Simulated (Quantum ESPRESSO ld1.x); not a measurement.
The numbers below are computed, except where a source is named.
Au I, 79 electrons, occupied as [Xe] 4f14 5d10 6s1. Level of theory: Dirac Kohn-Sham, PBE, spin-unpolarised, spherical densities, point nucleus (ld1.x of Quantum ESPRESSO 7.5).

Unscreened Slater integrals over Kohn-Sham orbitals (hartree). Large and small components are both included.

integral,value
"F0(6s1/2,6s1/2)",0.31589
"F0(6s1/2,5d5/2)",0.37780
"G2(6s1/2,5d5/2)",0.095952
"F0(6s1/2,5d3/2)",0.38178
"G2(6s1/2,5d3/2)",0.087131
"F0(6s1/2,5p3/2)",0.40071
"G1(6s1/2,5p3/2)",0.027729
"F0(6s1/2,5p1/2)",0.40404
"G1(6s1/2,5p1/2)",0.020750
"F0(5d5/2,5d5/2)",0.55234
"F2(5d5/2,5d5/2)",0.27711
"F4(5d5/2,5d5/2)",0.18063
"F0(5d5/2,5d3/2)",0.56627
"F2(5d5/2,5d3/2)",0.28472
"G2(5d5/2,5d3/2)",0.28426
"G4(5d5/2,5d3/2)",0.18567
"F0(5d5/2,5p3/2)",0.64858
"F2(5d5/2,5p3/2)",0.31088
"G1(5d5/2,5p3/2)",0.37170
"G3(5d5/2,5p3/2)",0.22842
"F0(5d5/2,5p1/2)",0.66576
"G3(5d5/2,5p1/2)",0.20689
"F0(5d3/2,5d3/2)",0.58122
"F2(5d3/2,5d3/2)",0.29361
"F0(5d3/2,5p3/2)",0.67075
"F2(5d3/2,5p3/2)",0.32883
"G1(5d3/2,5p3/2)",0.40125
"G3(5d3/2,5p3/2)",0.24678
"F0(5d3/2,5p1/2)",0.68994
"G1(5d3/2,5p1/2)",0.36817
"F0(5p3/2,5p3/2)",0.81544
"F2(5p3/2,5p3/2)",0.43826
"F0(5p3/2,5p1/2)",0.85206
"G2(5p3/2,5p1/2)",0.44569
"F0(5p1/2,5p1/2)",0.89593
